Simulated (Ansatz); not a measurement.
Reaction (formal exchange of groups at a C–B bond): `CB[Se]CF` + `C[Se][AlH2]` → `[CH3][AlH][Se]C` + `B[Se]CF`

Isolated molecules relaxed with PBE0-D4/def2-TZVP in Ansatz; ΔE leaves out vibrations. CBS: MP2 limit from def2 TZ/QZ plus the TZ coupled-cluster correction, frozen cores. Functionals use def2-TZVPP. B3LYP here is the variant with VWN-RPA as its local correlation; programs differ in this. For Se outer-core shells are correlated without core-valence functions, which leaves a few kJ/mol of doubt a bond. Scalar relativity is left out up to krypton. Each species was taken in one conformer, which may not be the lowest.

`CB[Se]CF`:

Z-matrix (Å, degrees):
```
C
B 1 1.556
H 1 1.097 2 109.1
H 1 1.096 2 109.7 3 114.8
H 1 1.091 2 115.5 3 -122.2
Se 2 1.914 1 121.1 3 121.7
H 2 1.197 1 122.3 3 -58.8
C 6 1.951 2 100.0 1 -178.7
F 8 1.369 6 111.3 2 94.8
H 8 1.091 6 107.9 2 -146.0
H 8 1.090 6 108.2 2 -25.2
```

`C[Se][AlH2]`:

Cartesian coordinates in Å:
```
C 0.605 -0.762 -1.069
Se 0.147 -1.137 0.803
Al -0.751 0.900 1.378
H 0.072 -1.472 -1.698
H 1.679 -0.891 -1.189
H 0.323 0.255 -1.336
H -0.794 2.019 0.256
H -1.281 1.087 2.855
```

`[CH3][AlH][Se]C`:

Cartesian coordinates in Å:
```
C -0.109 -1.529 0.835
Al 0.261 -1.117 -1.035
Se 0.337 1.072 -1.774
C -0.080 2.019 -0.104
H 0.826 -1.571 1.405
H -0.747 -0.783 1.313
H -0.589 -2.506 0.937
H 0.556 -2.209 -2.145
H 0.542 1.656 0.710
H 0.135 3.071 -0.282
H -1.132 1.899 0.141
```

`B[Se]CF`:

```xyz
8

B     1.573    0.503   -0.215
Se    0.622   -0.804    0.769
C    -1.212   -0.385    0.232
F    -1.635   -1.223   -0.762
H     2.759    0.501   -0.104
H     0.981    1.284   -0.894
H    -1.856   -0.519    1.102
H    -1.232    0.644   -0.127
```

```json
{"level": "PBE0-D4", "ΔE (kJ/mol)": "6.9"}
{"level": "B3LYP-D4", "ΔE (kJ/mol)": "4.7"}
{"level": "ωB97X-V", "ΔE (kJ/mol)": "6.2"}
{"level": "ωB97M-V", "ΔE (kJ/mol)": "4.7"}
{"level": "B2PLYP", "ΔE (kJ/mol)": "4.3"}
{"level": "HF/def2-TZVPP", "ΔE (kJ/mol)": "8.4"}
{"level": "MP2/def2-QZVPP", "ΔE (kJ/mol)": "3.4"}
{"level": "SCS-MP2/def2-QZVPP", "ΔE (kJ/mol)": "3.8"}
```

**Question.** What does CCSD(T)/CBS give? (Best estimate.)

**Answer.** The calculation gave: +3.8 kJ/mol. The listed levels differ from it by 3.1, 0.9, 2.4, 0.9, 0.5, 4.6, -0.4, 0.0 kJ/mol.

Largest T1 diagnostic among the species: 0.013.

In def2-TZVPP, CCSD(T) changes the Hartree–Fock value by −4.5 kJ/mol (the triples alone add −0.7 kJ/mol) and MP2 by −5.0 kJ/mol.
